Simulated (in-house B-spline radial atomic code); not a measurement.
Configurations of Kr²⁺, with energies counted from [Ar] 3d10 4s2 4p4. Method: non-relativistic LC-wPBE, spin-polarised, spherical fractional occupations, exact exchange averaged over the configuration, point nucleus. Calculated with an all-electron radial atomic-structure program (B-spline basis). Shells without spins written out take the highest spin.

Occupations are held fixed; configurations that lie above the ionisation limit could autoionise.

```csv
configuration,E - E(ref) (eV),highest orbital,its <r> (bohr)
[Ar] 3d10 4s2 4p3 4d1,16.624,4d up,2.455
[Ar] 3d10 4s2 4p3 5f1,30.346,5f up,9.614
[Ar] 3d10 4s1 4p4 4f1,42.233,4f up,5.458
[Ar] 3d9 4s2 4p5,83.699,4p down,1.673
[Ar] 3d9 4s2 4p4 4d1,102.58,4d up,2.33
```

**Question.** Order these further configurations by energy, lowest first.
A. [Ar] 3d10 4s1 4p4 5f1
B. [Ar] 3d9 4s2 4p4 5f1
C. [Ar] 3d9 4s2 4p4 5s1
D. [Ar] 3d10 4s1 4p4 5p1
E. [Ar] 3d10 4s1 4p5

**Answer.** E (14.687 eV), D (36.358 eV), A (45.086 eV), C (104.63 eV), B (117.16 eV).

**Question.** How far above the reference does [Ar] 3d10 4s1 4p4 5s1 lie?

**Answer.** 32.856 eV; its least bound orbital is 5s up with <r> = 3.612 bohr.
